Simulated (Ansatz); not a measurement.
The lowest singlet and triplet of CF2 (SMILES F[C]F); geometries from B3LYP-D3(BJ)/def2-TZVP, each state relaxed from the structure named, with no frequency check.
Singlet (charge 0, multiplicity 1):
```xyz
3

F     -1.03221    -0.20008     0.00000
C     -0.00064     0.59688     0.00000
F      1.03264    -0.19785     0.00000
```

| level | gap E(singlet) − E(triplet), vertical, at the singlet's geometry (eV) | cost |
|---|---|---|
| U-SVWN5/def2-TZVPP | -2.685 | ×0.7 |
| R-r2SCAN/def2-TZVPP | -2.267 | ×2 |
| U-B3LYP/def2-TZVPP | -2.597 | ×1 |
| U-PBE0/def2-TZVPP | -2.405 | ×2 |
| R-MP2/cc-pVDZ | -2.611 | - |
| R-MP2/cc-pVQZ | -2.671 | - |
| R-SCS-MP2/cc-pVTZ | -2.819 | - |
| U-CCSD/cc-pVDZ (spin-contaminated) | -2.641 | - |
| U-CCSD/cc-pVTZ (spin-contaminated) | -2.649 | - |
| U-CCSD/cc-pVQZ (spin-contaminated) | -2.642 | - |
| U-CCSD(T)/cc-pVDZ (spin-contaminated) | -2.734 | ×2 |
| U-CCSD(T)/cc-pVTZ (spin-contaminated) | -2.756 | ×10 |
| SA-CASSCF(2,2)/cc-pVTZ | -2.211 | - |
| FIC-MRCISD+Q on SA-CASSCF(2,2)/cc-pVQZ | -2.685 | - |

The rows run from -2.819 (R-SCS-MP2/cc-pVTZ) to -2.211 eV (SA-CASSCF(2,2)/cc-pVTZ). From cc-pVDZ (spin-contaminated) to cc-pVTZ (spin-contaminated) U-CCSD(T) changes by -0.023. The 3 U-functionals in def2-TZVPP without D3 or D4 span 0.280, from U-SVWN5 to U-PBE0.

A positive gap puts the triplet lower; no zero-point energy. R- takes a restricted singlet. U- takes an unrestricted singlet (broken symmetry where lower, unprojected). The triplet is unrestricted in single-reference levels. Active spaces average the two states.

Correlated levels freeze the cores.

Doubts at one or more of the structures used: a restricted determinant that unrestricted orbitals would lower (R-MP2/cc-pVDZ, R-MP2/cc-pVQZ, R-SCS-MP2/cc-pVTZ).

Run with Ansatz (Gaussian basis) for Hartree–Fock, density functionals and correlated methods. 

Costs are rough ratios of core time to R-PBE/def2-TZVPP (about 1.5 s over the structures, on one shared machine); a dash marks a level with no comparable run of its own.

Ansatz is a program for electronic structure.
